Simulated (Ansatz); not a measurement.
The cluster As₆. Total charge 0; singlet. Geometry PBE-D4/def2-SVP.

Cartesian coordinates in Å:
```
As -1.9245 -0.0367 -0.0277
As -0.2748 0.0666 -1.9039
As 1.3651 1.2988 -0.3947
As -0.2605 -1.8781 -0.3323
As -0.2846 1.1954 1.4815
As 1.3794 -0.6460 1.1770
```

LC-ωPBE has ω = 0.4 bohr⁻¹. The structure comes from a short search, and lower isomers may exist.

(1) Estimate the orbital energies around the gap (eV) in Ansatz with PBE-D4/def2-TZVP, PBE-D4/def2-TZVPD, r2SCAN-D4/def2-TZVP, r2SCAN-D4/def2-TZVPD, LC-ωPBE/def2-TZVP.

## Answers

(1) 
| orbital | PBE-D4/def2-TZVP | PBE-D4/def2-TZVPD | r2SCAN-D4/def2-TZVP | r2SCAN-D4/def2-TZVPD | LC-ωPBE/def2-TZVP |
| --- | --- | --- | --- | --- | --- |
| HOMO−9 | -11.95 | -11.98 | -12.42 | -12.42 | -16.65 |
| HOMO−8 | -8.96 | -8.99 | -9.38 | -9.38 | -12.68 |
| HOMO−7 | -8.18 | -8.22 | -8.55 | -8.56 | -11.95 |
| HOMO−6 | -7.41 | -7.45 | -7.78 | -7.78 | -10.94 |
| HOMO−5 | -7.41 | -7.45 | -7.78 | -7.78 | -10.94 |
| HOMO−4 | -6.64 | -6.67 | -6.97 | -6.98 | -9.99 |
| HOMO−3 | -5.90 | -5.93 | -6.18 | -6.18 | -9.11 |
| HOMO−2 | -5.90 | -5.93 | -6.18 | -6.18 | -9.11 |
| HOMO−1 | -5.59 | -5.62 | -5.86 | -5.87 | -8.70 |
| HOMO | -5.59 | -5.62 | -5.86 | -5.87 | -8.70 |
| LUMO | -3.59 | -3.64 | -3.61 | -3.63 | -1.01 |
| LUMO+1 | -2.95 | -3.00 | -3.01 | -3.03 | -0.49 |
| LUMO+2 | -2.52 | -2.62 | -2.44 | -2.50 | 0.17 |
| LUMO+3 | -2.52 | -2.62 | -2.44 | -2.50 | 0.17 |
| LUMO+4 | -1.14 | -1.19 | -1.10 | -1.12 | 1.56 |
| LUMO+5 | -0.78 | -0.92 | -0.68 | -0.72 | 2.08 |
